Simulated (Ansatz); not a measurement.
`CC(C)(C)[CH2][Sn]([F])([F])[F]` + `[OH][Sn]([F])([F])[F]` → `CC(C)(C)[O][Sn]([F])([F])[F]` + `[CH3][Sn]([F])([F])[F]`  (substitution at a C–C bond)

Calculated with Ansatz (gas phase, PBE0-D4/def2-TZVP geometries, no zero-point term in ΔE). CCSD(T)/CBS adds triple-zeta CCSD(T) − MP2 to the extrapolated MP2 energy (def2 sets, frozen cores). DFT in def2-TZVPP. B3LYP here is the variant with VWN-RPA as its local correlation; programs differ in this. HSE06 is defined as in plane-wave codes. Elements past krypton have def2 core potentials. For Sn outer-core shells are correlated without core-valence functions, which leaves a few kJ/mol of doubt a bond. One conformer a species, not always the lowest.

`CC(C)(C)[CH2][Sn]([F])([F])[F]`:

Z-matrix (Å, degrees):
```
C
C 1 1.525
H 1 1.093 2 111.3
H 1 1.095 2 112.1 3 -120.6
H 1 1.092 2 110.4 3 119.7
C 2 1.525 1 110.1 3 179.5
C 2 1.530 1 109.3 3 -60.4
C 2 1.530 1 110.5 3 57.1
H 6 1.095 2 112.1 1 -58.8
H 6 1.093 2 111.3 1 -179.4
H 6 1.092 2 110.4 1 60.9
H 7 1.093 2 111.2 1 -179.9
H 7 1.093 2 110.3 1 -60.3
H 7 1.093 2 111.2 1 59.4
Sn 8 2.125 2 115.1 1 61.0
H 8 1.093 2 111.9 1 -179.5
H 8 1.093 2 111.9 1 -58.4
F 15 1.904 8 116.4 2 -61.1
F 15 1.903 8 112.4 2 179.7
F 15 1.904 8 116.5 2 60.5
```

`[OH][Sn]([F])([F])[F]`:

Z-matrix (Å, degrees):
```
Sn
F 1 1.890
F 1 1.881 2 108.9
O 1 1.918 2 110.6 3 -122.1
F 1 1.884 2 107.7 3 114.7
H 4 0.963 1 112.6 2 -12.7
```

`CC(C)(C)[O][Sn]([F])([F])[F]`:

Z-matrix (Å, degrees):
```
C
C 1 1.519
H 1 1.092 2 110.3
H 1 1.091 2 110.3 3 -120.0
H 1 1.091 2 110.3 3 120.0
C 2 1.518 1 110.9 3 -62.1
C 2 1.519 1 110.9 3 62.1
O 2 1.445 1 104.0 3 180.0
H 6 1.095 2 111.5 1 -179.0
H 6 1.092 2 110.6 1 61.6
H 6 1.091 2 110.5 1 -58.6
H 7 1.091 2 110.5 1 58.6
H 7 1.095 2 111.5 1 179.0
H 7 1.092 2 110.6 1 -61.6
Sn 8 1.915 2 123.3 1 -179.9
F 15 1.893 8 115.0 2 -61.1
F 15 1.884 8 107.7 2 -179.9
F 15 1.893 8 115.0 2 61.2
```

`[CH3][Sn]([F])([F])[F]`:

Cartesian coordinates in Å:
```
C -0.434 0.386 -1.066
Sn 0.318 -0.283 0.780
F 0.894 -2.091 0.776
F 1.823 0.689 1.408
F -0.930 -0.190 2.208
H 0.356 0.304 -1.811
H -1.282 -0.239 -1.341
H -0.746 1.423 -0.955
```

| level | ΔE (kJ/mol) | difference from CCSD(T)/CBS |
| --- | --- | --- |
| LDA (SPW92) | 17.6 | -2.0 |
| revPBE-D4 | 20.4 | 0.8 |
| BLYP-D4 | 11.2 | -8.4 |
| B97M-V | 11.5 | -8.1 |
| PBE0-D4 | 19.1 | -0.5 |
| B3LYP-D4 | 12.4 | -7.2 |
| r2SCANh-D4 | 14.1 | -5.5 |
| r2SCAN0-D4 | 16.0 | -3.6 |
| HSE06-D4 | 19.0 | -0.6 |
| BHLYP-D4 | 11.9 | -7.7 |
| CAM-B3LYP-D4 | 10.8 | -8.8 |
| ωB97X-V | 14.3 | -5.3 |
| ωB97M-V | 17.2 | -2.4 |
| B2PLYP | 13.8 | -5.8 |
| PBE-QIDH | 21.6 | 2.0 |
| PBE | 14.4 | -5.2 |
| revPBE | 12.5 | -7.1 |
| BLYP | 5.2 | -14.4 |
| r2SCAN | 11.9 | -7.7 |
| PBE0 | 16.6 | -3.0 |
| B3LYP | 7.9 | -11.7 |
| r2SCANh | 13.2 | -6.4 |
| r2SCAN0 | 15.0 | -4.6 |
| HSE06 | 16.6 | -3.0 |
| BHLYP | 8.7 | -10.9 |
| LC-ωPBE | 15.8 | -3.8 |
| RPA@PBE/def2-TZVPP | 19.3 | -0.3 |
| HF/def2-SVP | -5.0 | -24.6 |
| MP2/def2-SVP | 17.7 | -1.9 |
| CCSD/def2-SVP | 10.2 | -9.4 |
| CCSD(T)/def2-SVP | 10.5 | -9.1 |
| HF/def2-TZVPP | 3.6 | -16.0 |
| SCS-MP2/def2-TZVPP | 22.8 | 3.2 |
| CCSD/def2-TZVPP | 19.4 | -0.2 |
| CCSD(T)/def2-TZVPP | 20.3 | 0.7 |
| MP2/def2-QZVPP | 27.8 | 8.2 |
| SCS-MP2/def2-QZVPP | 22.3 | 2.7 |
| HF/CBS(def2) | 3.0 | -16.6 |
| MP2/CBS(def2) | 27.6 | 8.0 |
| CCSD/CBS(def2) | 18.7 | -0.9 |
| CCSD(T)/CBS | 19.6 | 0 |

Largest T1 diagnostic among the species: 0.015.

From r2SCAN to r2SCAN0 (25 % exact exchange), in def2-TZVPP and without D4, ΔE moves by +3.1 kJ/mol. At CCSD(T), def2-SVP lies −9.1 kJ/mol from the extrapolated value and def2-TZVPP +0.7 kJ/mol. In def2-TZVPP, CCSD(T) changes the Hartree–Fock value by +16.8 kJ/mol (the triples alone add +0.9 kJ/mol) and MP2 by +24.8 kJ/mol.

CCSD(T)/CBS has its own doubt, a few kJ/mol and more with outer-core shells, so smaller differences from it don't rank the levels.
